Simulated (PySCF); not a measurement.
Compound: CH₇GeNSe.
Geometry (PBE0-D3(BJ)/def2-SVP, Å), atoms numbered from 1 in this order:
```xyz
11
CH7GeNSe angstrom
C     -2.269   -0.177   -0.088
Se    -0.866    0.645    0.998
Ge     0.973   -0.332   -0.084
N      2.353    0.821    0.233
H     -2.136    0.068   -1.150
H     -2.290   -1.266    0.050
H     -3.220    0.244    0.264
H      1.401   -1.687    0.513
H      0.550   -0.533   -1.564
H      3.286    0.451    0.071
H      2.267    1.741   -0.189
```

Method used: PySCF, PBE0-D3(BJ)/def2-SVP geometry optimisation, gas phase.

Take the most abundant isotopes and a rigid rotor. The values belong to one conformer with, in the numbering `[CH3:1][Se:2][GeH2:3][NH2:4]`, C1–Se2–Ge3–N4 155°, Se2–Ge3–N4–H 163° and -66°.

Question: Give the principal moments of inertia and the rotational constants in cm⁻¹.

Answer: Ia = 85.26, Ib = 341.01, Ic = 405.87 u·Å²; 505379 MHz·u·Å²/I gives 5927, 1482 and 1245 MHz, that is A = 0.19772, B = 0.04943, C = 0.04153 cm⁻¹.

Question: What kind of rotor is it?

Answer: An asymmetric top: κ = (2 × 1482 − 5927 − 1245)/(5927 − 1245) = -0.90.

Question: What does the inertial defect say?

Answer: Not planar: Δ = Ic − Ia − Ib = -20.40 u·Å². For a rigid frame Δ = −2 Σ m c², so Σ m c² = 10.20 u·Å² lies off the ab plane: 6.67 from hydrogen and 3.52 from heavier atoms. The atom farthest from that plane is 1.46 Å away.

Question: Give the other two planar moments, Paa and Pbb, and the rms extents of the mass along the axes.

Answer: Paa = Σ m a² = (Ib + Ic − Ia)/2 = 330.81 and Pbb = Σ m b² = (Ia + Ic − Ib)/2 = 75.06 u·Å². With the mass M = 186.90 u, the rms extents √(P/M) along a, b and c are 1.33, 0.63, 0.23 Å.

Question: List the rotational levels J(Ka,Kc) to J = 5 (cm⁻¹).

Answer: Above 0(0,0):
J = 1: 1(0,1) 0.0910, 1(1,1) 0.2393, 1(1,0) 0.2472
J = 2: 2(0,2) 0.2726, 2(1,2) 0.4133, 2(1,1) 0.4370, 2(2,1) 0.8818, 2(2,0) 0.8821
J = 3: 3(0,3) 0.5443, 3(1,3) 0.6742, 3(1,2) 0.7216, 3(2,2) 1.1547, 3(2,1) 1.1563, 3(3,1) 1.9161, 3(3,0) 1.9161
J = 4: 4(0,4) 0.9051, 4(1,4) 1.0216, 4(1,3) 1.1006, 4(2,3) 1.5184, 4(2,2) 1.5230, 4(3,2) 2.2806, 4(3,1) 2.2806, 4(4,1) 3.3457, 4(4,0) 3.3457
J = 5: 5(0,5) 1.3539, 5(1,5) 1.4555, 5(1,4) 1.5738, 5(2,4) 1.9725, 5(2,3) 1.9831, 5(3,3) 2.7364, 5(3,2) 2.7366, 5(4,2) 3.8012, 5(4,1) 3.8012, 5(5,1) 5.1707, 5(5,0) 5.1707

Question: Which types of transition are allowed, and where do some lines up to J = 5 fall?

Answer: The dipole components are |μa| = 1.06 D, |μb| = 1.35 D, |μc| = 1.05 D. Intensities carry the squares of the components, which stand as 0.62 : 1.00 : 0.61 (a : b : c). Some of the stronger lines:

```tsv
type	branch	J(Ka,Kc)	MHz	lower level (cm⁻¹)
c	Q	1(1,1) ← 1(0,1)	4445	0.091
c	R	1(1,0) ← 0(0,0)	7409	0.000
a	R	5(4,2) ← 4(4,1)	13656	3.346
b	Q	2(2,1) ← 2(1,2)	14047	0.413
a	R	5(1,4) ← 4(1,3)	14185	1.101
c	R	3(2,2) ← 2(1,2)	22228	0.413
b	R	5(2,3) ← 4(1,4)	28825	1.022
b	Q	4(4,0) ← 4(3,1)	31929	2.281
b	R	4(4,1) ← 3(3,0)	42857	1.916
c	R	4(4,1) ← 3(3,1)	42857	1.916
```

Stationary, but not proved a minimum. These are rigid-rotor constants of the computed structure; measured ground-state constants (B0) also hold zero-point vibration. A rigid rotor knows nothing of inversion at nitrogen or internal rotation, which can split or shift real lines. Quadrupole hyperfine structure (14N) is left out.
